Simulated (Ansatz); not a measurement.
Wavefunction ladder for `[SiH3]NPS`

```xyz
10

Si    0.3448    1.4325   -0.2574
N     0.0370    0.2045    0.9330
P     0.1857   -1.4751    0.7453
S    -0.8607   -2.0233   -1.0294
H    -0.7730    1.6263   -1.2174
H     0.5795    2.7147    0.4563
H     1.5548    1.0126   -1.0068
H    -0.5301    0.4525    1.7306
H     1.4147   -1.4707    0.0373
H    -1.9527   -2.4740   -0.3915
```

Charge 0, multiplicity 1. The geometry is a stationary point of PBE0-D4/def2-TZVP. It is one conformer, not always the lowest. Frozen core, restricted reference, Ansatz 0.2.0. CBS rows extrapolate triple and quadruple zeta; past MP2 they add the triple-zeta difference.

```csv
basis,HF (Eh),MP2 corr.,CCSD corr.,(T),CCSD(T) total
def2-SVP,-1084.81082,-0.51903,-0.57970,-0.01676,-1085.40728
def2-TZVPP,?,-0.67070,-0.72822,-0.03124,?
def2-QZVPP,-1085.28213,-0.72415,–,–,–
CBS(def2),?,?,?,as TZ,?
```

Q: Fill in the withheld values. (Estimate.)

A: Ansatz gave: def2-TZVPP HF (Eh): -1085.24834; def2-TZVPP CCSD(T) total: -1086.00780; CBS(def2) HF (Eh): -1085.28679; CBS(def2) MP2 corr.: -0.76374; CBS(def2) CCSD corr.: -0.82127; CBS(def2) CCSD(T) total: -1086.13930.
